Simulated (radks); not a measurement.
The numbers below are computed, except where a source is named.
Isoelectronic series with 6 electrons, each ion in its NIST ground configuration. Code: a radial shooting solver on a logarithmic mesh with Libxc functionals. Model: scalar-relativistic Kohn-Sham, PBE, spin-polarised, spherical densities, finite nucleus; open shells are filled with parallel spins first; Fermi nuclear charge, rms radius of each element as measured or else 0.836 A^(1/3) + 0.57 fm. Total energies (hartree) and orbital eigenvalues (eV):

ion    configuration  E (hartree)      2p up    2s down      2s up    1s down
C       [He] 2s2 2p2    -37.81029    -6.0954   -11.8820   -14.6416  -272.3348
N+      [He] 2s2 2p2    -54.02007   -22.0319   -30.0663   -33.8264  -400.4164
O2+     [He] 2s2 2p2    -73.25078   -45.0849   -55.4189   -60.1297  -556.2291
F3+     [He] 2s2 2p2    -95.50021   -75.0934   -87.7530   -93.3922  -739.5760
Ne4+    [He] 2s2 2p2   -120.76959  -111.9988  -127.0077  -133.5630  -950.4007
Mg6+    [He] 2s2 2p2   -180.38052  -206.4069  -226.2032  -234.5715  -1454.473
Al7+    [He] 2s2 2p2   -214.73051  -263.8908  -286.1393  -295.4091  -1747.766
Si8+    [He] 2s2 2p2   -252.11698  -328.2248  -352.9759  -363.1453  -2068.611
P9+     [He] 2s2 2p2   -292.54578  -399.4102  -426.7239  -437.7920  -2417.058
S10+    [He] 2s2 2p2   -336.02331  -477.4506  -507.3973  -519.3639  -2793.160
Cl11+   [He] 2s2 2p2   -382.55652  -562.3510  -595.0124  -607.8776  -3196.977
Ar12+   [He] 2s2 2p2   -432.15292  -654.1178  -689.5878  -703.3520  -3628.576
K13+    [He] 2s2 2p2   -484.82055  -752.7584  -791.1437  -805.8078  -4088.028
Ca14+   [He] 2s2 2p2   -540.56795  -858.2810  -899.7022  -915.2672  -4575.411
Sc15+   [He] 2s2 2p2   -599.40421  -970.6949  -1015.287  -1031.754  -5090.805
Ti16+   [He] 2s2 2p2   -661.33900  -1090.010  -1137.924  -1155.295  -5634.300
V17+    [He] 2s2 2p2   -726.38254  -1216.237  -1267.641  -1285.917  -6205.988
Cr18+   [He] 2s2 2p2   -794.54550  -1349.388  -1404.466  -1423.650  -6805.966
Mn19+   [He] 2s2 2p2   -865.83921  -1489.475  -1548.431  -1568.523  -7434.339
Fe20+   [He] 2s2 2p2   -940.27561  -1636.510  -1699.567  -1720.571  -8091.216
Co21+   [He] 2s2 2p2  -1017.86708  -1790.507  -1857.909  -1879.826  -8776.710
Ni22+   [He] 2s2 2p2  -1098.62689  -1951.481  -2023.493  -2046.326  -9490.945
